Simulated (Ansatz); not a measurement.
The same molecule with X = B, Al, Ga. Ansatz, PBE0-D4/def2-TZVP geometries, multiplicity 1. Each molecule was computed in one conformer, which needn't be the lowest.

Scalar relativity is left out up to krypton.

| X | molecule | mean X–Cl bond length / Å | mean X–F bond length / Å | mean X–Si bond length / Å | HOMO energy (B3LYP/def2-TZVPP) / eV | size of the dipole moment (B3LYP/def2-TZVPP) / D | size of the dipole moment (PBE/def2-TZVPP) / D |
| --- | --- | --- | --- | --- | --- | --- | --- |
| B | `C[SiH2]B(F)Cl` | 1.760 | 1.317 | 2.031 | -8.18 | 1.41 | 1.34 |
| Al | `C[SiH2][Al]([F])[Cl]` | 2.093 | 1.648 | 2.437 | -7.91 | 2.39 | 2.39 |

(1) Give the row for X = Ga, `C[SiH2][Ga]([F])[Cl]`. (Best estimate.)

Answers

(1) Ansatz gave: 
| X | molecule | mean X–Cl bond length / Å | mean X–F bond length / Å | mean X–Si bond length / Å | HOMO energy (B3LYP/def2-TZVPP) / eV | size of the dipole moment (B3LYP/def2-TZVPP) / D | size of the dipole moment (PBE/def2-TZVPP) / D |
| --- | --- | --- | --- | --- | --- | --- | --- |
| Ga | `C[SiH2][Ga]([F])[Cl]` | 2.142 | 1.757 | 2.397 | -8.15 | 3.87 | 3.76 |

From B to Ga the mean X–Cl bond length rises at each step, by 0.382 Å in all; the mean X–F bond length rises at each step, by 0.440 Å in all; the mean X–Si bond length isn't monotonic: highest at Al, lowest at B; the HOMO energy (B3LYP/def2-TZVPP) isn't monotonic: highest at Al, lowest at B. Dipoles are sizes alone, and their direction can turn along the series.

B3LYP here is the variant with VWN-RPA as its local correlation; programs differ in this.
